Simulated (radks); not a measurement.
Values are calculated unless marked as measured or tabulated.
Ionisation of Mo, [Kr] 4d5 5s1, to Mo+, [Kr] 4d5, under several functionals. Scalar-relativistic Kohn-Sham, spin-unpolarised, spherical densities, finite nucleus; a radial shooting solver on a logarithmic mesh with Libxc functionals.

[
 {"functional": "Wu-Cohen GGA", "E(Mo) (hartree)": "-4047.93609", "Exc (hartree)": "-122.82326", "IE (eV)": "6.890", "-e(HOMO) (eV)": "3.762", "<r> HOMO (bohr)": "1.999", "IE error (eV)": "-0.202"},
 {"functional": "exchange-only PBE", "E(Mo) (hartree)": "-4046.45944", "Exc (hartree)": "-121.30082", "IE (eV)": "6.395", "-e(HOMO) (eV)": "3.005", "<r> HOMO (bohr)": "2.038", "IE error (eV)": "-0.697"},
 {"functional": "LDA (Slater exchange, VWN5 correlation)", "E(Mo) (hartree)": "-4044.37936", "Exc (hartree)": "-119.22314", "IE (eV)": "7.176", "-e(HOMO) (eV)": "3.934", "<r> HOMO (bohr)": "2.002", "IE error (eV)": "+0.084"},
 {"functional": "MS2 meta-GGA", "E(Mo) (hartree)": "-4048.53175", "Exc (hartree)": "-123.35009", "IE (eV)": "6.752", "-e(HOMO) (eV)": "3.717", "<r> HOMO (bohr)": "2.004", "IE error (eV)": "-0.341"},
 {"functional": "XLYP", "E(Mo) (hartree)": "-4049.53265", "Exc (hartree)": "-124.42681", "IE (eV)": "6.965", "-e(HOMO) (eV)": "3.658", "<r> HOMO (bohr)": "2.010", "IE error (eV)": "-0.128"}
]

NIST Atomic Spectra Database: 7.092 eV (measured). Closest: LDA (Slater exchange, VWN5 correlation). The Delta-SCF values span 0.78 eV, the total energies 5.15 hartree. The highest occupied level is 4d. Spin polarisation and multiplet splitting are left out, so open shells lie too high by an amount that depends on their filling.

Beside tabulated values, note that spin-unpolarised runs miss the spin-polarisation part of the exchange energy of open shells.
